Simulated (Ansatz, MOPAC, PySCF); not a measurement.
Molecule: GaCl2, net charge 0, doublet state. SMILES: [Cl][Ga][Cl]
Geometry from a B3LYP-D3(BJ)/def2-TZVP (Ansatz, a quantum-chemistry and plane-wave program) optimisation:
```
Ga
Cl 1 2.1845
Cl 1 2.1845 2 119.12
```
Charge 0, spin multiplicity 2.

Unscaled harmonic wavenumbers (cm⁻¹) in rising order, each level at the stationary point that it reaches from this structure (no distance between atoms moves by over 0.3 Å); the order of modes can differ between levels, and a negative number is imaginary. B3LYP-D3(BJ)/def2-TZVP (PySCF, at the structure above): 110, 350, 398.

AM1 (MOPAC): 26, 289, 367. Zero-point energy 1.0 against 1.2 kcal/mol.

PM6 (MOPAC): 94, 403, 496. Zero-point energy 1.4 against 1.2 kcal/mol.

B3LYP/6-31G* with LANL2DZ past Ar (Ansatz): 112, 334, 378. Zero-point energy 1.2 against 1.2 kcal/mol.
